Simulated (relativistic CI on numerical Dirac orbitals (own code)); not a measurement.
Hyperfine structure of Nd52+, mass number 145

Calculated at this level of theory: Dirac-Coulomb-Breit CI, orbitals from a KLI potential per configuration, model QED (radiative potential, 1s self-energy scaled to tabulated hydrogen-like ionisation energies), unscaled Slater integrals (own radial code, finite nucleus).

CI space (outside the closed core 1s2): 2s²2p⁴, 2s2p⁵, 2p⁶, 2p⁵3s, 2p⁵3p, 2p⁵3d, 2s²2p³3s, 2s²2p³3p, 2s²2p³3d, 2s2p⁴3s, 2s2p⁴3p, 2s2p⁴3d, 2s²2p³4s, 2s²2p³4p, 2s²2p³4d, 2s²2p³4f. Levels of other configurations are missing.

Nuclear spin I = 7/2, μ = -0.656 μN, Q = -0.314 b (tables of Stone and Pyykkö). The electronic factors are computed for point nuclear moments, without core polarisation or the Bohr-Weisskopf and QED corrections.

```csv
Level,E (Ry),A (GHz),B (GHz)
2s²2p⁴ ³P2,0.000,-77.81,-23.1
2s²2p⁴ ³P1,39.513,41.22,126
2s²2p⁴ ¹D2,40.824,-199.8,275
2s2p⁵ ³P°2,61.628,-499.3,251
2s2p⁵ ¹P°1,66.247,334.4,88.1
2s2p⁵ ³P°1,104.309,-1152,37.7
```

Levels with J = 0, under 50 % of one LS term, or S terms without an open s electron are left out. Small factors come from cancelling terms and can be off by tens of per cent or more.

At this charge energies of transitions that change n are usually good to better than 1 %, and those within a shell (Δn = 0) to a few per cent.

Task: Give the hyperfine levels of 2s²2p⁴ ³P2 relative to its centre of gravity.

Result: With K = F(F + 1) − I(I + 1) − J(J + 1), E = AK/2 + B[¾K(K + 1) − I(I + 1)J(J + 1)]/[2I(2I − 1)J(2J − 1)]: F = 3/2: 687.9, F = 5/2: 503.7, F = 7/2: 240.1, F = 9/2: -108.9, F = 11/2: -550.5 GHz.

LS names give the leading component of a level, which can be under half, so a name can repeat, a term be missing and a line seem to break the LS rules.
